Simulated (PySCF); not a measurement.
## From computed data to an observable: oscillator strength and radiative lifetime

bromoethene (C2H3Br), SMILES C=CBr.

The structure is a stationary point at PBE0-D3(BJ)/def2-TZVP.

TDDFT-LC-ωPBE/def2-SVPD in PySCF puts the first singlet state with f over 0.02 at 6.90 eV (vertical), with the transition dipole (-0.319, 1.214, 0.000) in atomic units.

Find the oscillator strength, the wavelength and the radiative lifetime that this transition would have in vacuum if emission retraced absorption.


|μ|² = 1.5756 au, so |μ| = 3.19 D. ΔE = 6.90/27.211 = 0.2536 hartree. f = (2/3) ΔE |μ|² = 0.266 (the program prints 0.266).
λ = 1239.84/6.90 = 180 nm; ν = 55652 cm⁻¹.
Einstein's coefficient A = 0.6670 ν² f s⁻¹ (ν in cm⁻¹) = 5.5e8 s⁻¹, so τ = 1/A = 1.8 ns. This state is S2; the lower singlet has f = 0.000. The figure is the radiative limit of this one transition; relaxation, internal conversion, crossing to triplets and a medium change what is measured.
